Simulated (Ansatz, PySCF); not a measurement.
Reaction (SMILES): [Br][Sn][Br] → [Br][Sn] + Br atom (the Br-Sn bond at the site shown breaks; other sites are not compared here)
Geometries: B3LYP-D3(BJ)/def2-TZVP minima from Ansatz (a quantum-chemistry and plane-wave program). A spin state is the lowest found, not a proven ground state.

Property: bond dissociation energy (0 K, with B3LYP-D3(BJ) harmonic zero-point energies from PySCF), in eV. Correlated levels leave the core frozen unless marked. Open shells are spin-unrestricted. No spin-orbit coupling. Frozen are the shells of the preceding noble gas and the d and f shells that filled before the atom's block. In def2 rows, elements after Kr have scalar-relativistic effective core potentials. CBS(X,Y): correlation extrapolated as X^-3; Hartree-Fock from the larger set. The bracket is a focal-point correction in the basis named.

| level | program | bond dissociation energy (eV) |
|---|---|---|
| PBE-D3(BJ)/def2-TZVPD | Ansatz + dftd3 | 3.80 |
| BLYP/def2-TZVPD | Ansatz | [?] |
| r2SCANh/def2-TZVPD | Ansatz | 3.65 |
| HSE06-D3(BJ)/def2-TZVPD | Ansatz + dftd3 | [?] |
| LC-wPBE-D4/def2-TZVPD | Ansatz + dftd4 | 3.47 |
| LC-wPBE/def2-TZVPD | Ansatz | 3.39 |
| wB97X/def2-TZVPD | Ansatz | 3.59 |
| RI-MP2/CBS(def2-TZVPPD,def2-QZVPPD)+[CCSD(T)-MP2]/def2-TZVPPD | Ansatz | 3.65 |

**Question.** What belongs in the gaps?

**Answer.** 
- BLYP/def2-TZVPD, bond dissociation energy (eV): 3.52
- HSE06-D3(BJ)/def2-TZVPD, bond dissociation energy (eV): 3.68
